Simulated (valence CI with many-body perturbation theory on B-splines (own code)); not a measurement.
**Questions on Nd LV**

Method: relativistic CI+MBPT: four valence electrons over a frozen Dirac-Fock core [He], radial functions for each j: 9 s, 9 p, 8 d, 6 f, 3 g, 1 h, with the one-electron correlation potential Σ1 (screened to all orders), the two-electron term Σ2, the three-electron term Σ3, Breit, model QED; selected single and double excitations, second order for the rest, scaled by the run's own slope (own B-spline code, finite nucleus).

No measured spectrum was set against this ion. As an estimate, large intervals hold to a few tenths of a per cent, small ones and those within an open d or f shell to about a per cent.

Levels are named by their leading jj configuration (3d3/2^4 stands for four electrons in 3d with j = 3/2), which in mixed levels can hold well under half, so a name can repeat and another be missing.

Rates and lifetimes use the calculated energies. Strong lines usually hold to 10 to 20 %, long lifetimes can be off by a factor of two.

What is the ground level?

(2s^2 2p1/2^2) J=0, composition 70 % 2s²2p² ³P + 30 % 2s²2p² ¹S.

Name the longest-lived excited levels whose lifetime is computed, and their main decay.

(2s^2 2p1/2 2p3/2) J=2 at 40.81 Ry lives 467 ns, mostly by E2 to (2s^2 2p1/2^2) J=0; (2s^2 2p1/2 2p3/2) J=1 at 39.57 Ry lives 999 ps, mostly by M1 to (2s^2 2p1/2^2) J=0.

What is the ionisation energy?

11385 eV; NIST lists 11384 ± 5 eV (theoretical).

Where does the other parity begin?

At (2s 2p1/2^2 2p3/2) J=2, 55.56 Ry.

How well does LS coupling describe the low levels?

Among the lowest 20 levels the leading LS term, summed over configurations, holds 67 % on average. For single configurations the figures are 66 % in LS and 99 % in jj coupling. Terms mix most in the J = 1 level at 60.58 Ry, where the leading one holds 34 %.
